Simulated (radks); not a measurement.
The numbers below are computed, except where a source is named.
Effect of the nuclear size on the indium ion In+, [Kr] 4d10 5s2. Level of theory: Dirac Kohn-Sham, exchange-only LDA, spin-unpolarised, spherical densities, finite nucleus; Fermi nuclear charge, rms radius 4.6156 fm (a radial shooting solver on a logarithmic mesh with Libxc functionals). The rms radius is varied about that value; shifts are against it.

| rms radius (fm) | total energy shift (eV) | density at nucleus (e/bohr^3) | 1s1/2 shift (meV) | 2s1/2 shift (meV) | 4s1/2 shift (meV) | 4p1/2 shift (meV) | 5s1/2 shift (meV) | 5p1/2 (empty) shift (meV) |
|---|---|---|---|---|---|---|---|---|
| 3.7156 | -1.28 | 1.797e+05 | -539 | -61.1 | -2.21 | 0.214 | -0.161 | 0.060 |
| 4.1771 | -0.655 | 1.766e+05 | -275 | -31.2 | -1.13 | 0.109 | -0.082 | 0.031 |
| 4.6156 | 0 | 1.74e+05 | 0.000 | 0.000 | 0.000 | 0.000 | 0.000 | 0.000 |
| 5.0356 | 0.679 | 1.718e+05 | 285 | 32.4 | 1.17 | -0.114 | 0.085 | -0.032 |
| 5.2756 | 1.09 | 1.706e+05 | 458 | 51.9 | 1.88 | -0.182 | 0.137 | -0.051 |

Slopes of the eigenvalues against <r^2> in GHz/fm^2, as finite differences over the two radii next to the reference (eigenvalue slopes, not the field-shift constants of lines): 1s1/2 17100, 2s1/2 1940, 4s1/2 70.3, 4p1/2 -6.82, 5s1/2 5.12, 5p1/2 (empty) -1.91.
